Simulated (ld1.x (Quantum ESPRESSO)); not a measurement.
**An odd input for ld1.x (Quantum ESPRESSO) 7.5 (mercury (Hg))**

Command:

```bash
ld1.x < Hg.in > Hg.out
```

Input:

```
&input
   title='Hg', zed=80., rel=1, dft='PBE', iswitch=3, rmax=10.0,
   config='[Xe] 4f14 5d10 6s2 6p0',
   nld=3, rlderiv=2.45, eminld=-7.0, emaxld=5.0, deld=0.02
 /
 &inputp
   pseudotype=2, tm=.true., lloc=0,
   nlcc=.false.,
   file_pseudopw='Hg.UPF', file_wfcaegen='ae.wfc', file_wfcncgen='nc.wfc', file_beta='beta', file_chi='chi'
 /
3
5P  2  1   6.00   0.00  1.45  1.45  0.0
5D  3  2  10.00   0.00  2.25  2.25  0.0
6S  1  0   2.00   0.00  2.00  2.00  0.0
 &test
   configts(1)='5p6 5d10 6s2 6p0'
 /
```

This is an input that runs to its end, with one change: mesh end rmax=10.0.

Q: How does the run end?

A: The program runs through. The occupied levels of the test differ from the all-electron ones by at most 0.00003 Ry (unchanged input: 0.00001 Ry).

```
     mesh =1095 r(mesh) =   9.90434 xmin = -7.00 dx = 0.01250

     n l     nl             e AE (Ry)        e PS (Ry)    De AE-PS (Ry)
     2 1     5P   1( 6.00)       -4.88854       -4.88856        0.00001
     3 2     5D   1(10.00)       -0.72447       -0.72448        0.00000
     1 0     6S   1( 2.00)       -0.50079       -0.50082        0.00003
     3 1     6P   1( 0.00)       -0.07537       -0.04621       -0.02916  !

     eps = 7.8E-15  iter =148

     Etot =  -39245.432652 Ry,  -19622.716326 Ha, -533961.313146 eV
     Etotps =  -232.747784 Ry,    -116.373892 Ha,   -3166.694927 eV

     Ekin =      86.250382 Ry,      43.125191 Ha,    1173.496223 eV
     Encl =    -363.344456 Ry,    -181.672228 Ha,   -4943.553169 eV
     Ehrt =     202.099844 Ry,     101.049922 Ha,    2749.708453 eV
     Ecxc =     -22.946254 Ry,     -11.473127 Ha,    -312.199687 eV
     Epseu=    -134.807299 Ry,     -67.403650 Ha,   -1834.146747 eV

     ---------------------- End of pseudopotential test ----------------------
```
